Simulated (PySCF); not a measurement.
WO2Cl2, SMILES [O]=[W](=[O])([Cl])[Cl], multiplicity 1.

Coordinates come from a B3LYP-D3(BJ)/def2-SVP optimisation. The spin state was assumed, not searched. The isomer is the one that the SMILES or the coordinates give; other isomers of the formula were not compared. The def2 effective core potentials stand for the cores of W; spin–orbit coupling is left out.

Calculation: PySCF with ωB97X/def2-TZVP.

Gas-phase values at a fixed geometry.

Computed frontier levels, gap, dipole moment and polarisability:
| Item | Value |
|---|---|
| highest occupied level | -12.21 eV |
| lowest empty level | -1.44 eV |
| orbital gap | 10.77 eV |
| dipole moment | 1.84 D |
| quadrupole, principal values (traceless, Buckingham form, about the centre of nuclear charge) | -2.70, -1.20, 3.90 D·Å |
| mean static polarisability | 65.0 bohr³ (9.63 Å³) |
| polarisability, principal values | 57.2, 63.5, 74.2 bohr³ |
